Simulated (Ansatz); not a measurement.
Li₃Cl₃. The state is a triplet with charge 0. Geometry PBE0-D4/def2-SVP, that of the charge +1 doublet; atoms count from 1.

Cartesian coordinates in Å:
```
Li -2.487 0.992 -1.243
Li 0.774 -1.976 -0.104
Li 1.371 1.121 1.166
Cl 2.175 -0.862 1.070
Cl -1.150 -0.851 -0.943
Cl -0.684 1.576 0.055
```

At PBE0-D4/def2-TZVP a singlet of charge 0 lies 3.69 eV below the triplet at the same geometry. Another isomer (doublet) lies 0.03 eV lower at PBE0-D4/def2-TZVP; other spin states weren't run for this one.

(1) Estimate the Mulliken populations from the PBE0/def2-TZVP orbitals of Ansatz.

(2) Where does the spin sit?

(3) And the Mayer bond orders between heavy atoms (over 0.3)?

## Answers

(1) 
```csv
atom,charge (e),spin (α − β)
Li1,0.07,0.84
Li2,0.70,0.09
Li3,0.70,0.08
Cl4,-0.72,0.00
Cl5,-0.37,0.49
Cl6,-0.37,0.49
```
Mulliken values depend strongly on the basis.

(2) Summed by element: Li 1.01, Cl 0.99, of 2 unpaired in all. Largest on single atoms: Li1 0.84, Cl5 0.49, Cl6 0.49.

(3) Cl5–Cl6 0.50 (2.67 Å).
